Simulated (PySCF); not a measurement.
Energy of Mn (manganese, neutral) between two integer charges

The 4s beta orbital of [Ar] 3d5 4s2 is emptied in steps (occupation f), with all orbitals relaxed, ending at [Ar] 3d5 4s1. Computed with PySCF 2.14 in aug-cc-pVTZ, with no relativity, point nucleus. The exact energy is a straight line in f; departures are measured from the line between the end points of the same method.

```json
{"f": "1", "BHandHLYP (eV)": "0.000", "BLYP (eV)": "0.000"}
{"f": "0.75", "BHandHLYP (eV)": "-0.295", "BLYP (eV)": "-0.575"}
{"f": "0.5", "BHandHLYP (eV)": "-0.402", "BLYP (eV)": "-0.774"}
{"f": "0.25", "BHandHLYP (eV)": "-0.311", "BLYP (eV)": "-0.584"}
{"f": "0", "BHandHLYP (eV)": "0.000", "BLYP (eV)": "0.000"}
```

```json
{"method": "BHandHLYP", "E(f=0) − E(f=1) (eV)": "7.283", "−ε at f=1 (eV)": "5.744", "−ε at f=0.5 (eV)": "7.241"}
{"method": "BLYP", "E(f=0) − E(f=1) (eV)": "7.467", "−ε at f=1 (eV)": "4.438", "−ε at f=0.5 (eV)": "7.439"}
```

Orbital energy along the path (eV):

| f | BHandHLYP | BLYP |
| --- | --- | --- |
| 1 | -5.744 | -4.438 |
| 0.75 | -6.471 | -5.910 |
| 0.5 | -7.241 | -7.439 |
| 0.25 | -8.075 | -9.022 |
| 0 | -8.875 | -10.434 |

Reference removal energy between the ground levels: 7.434 eV (measured; NIST Atomic Spectra Database, ionization energies).
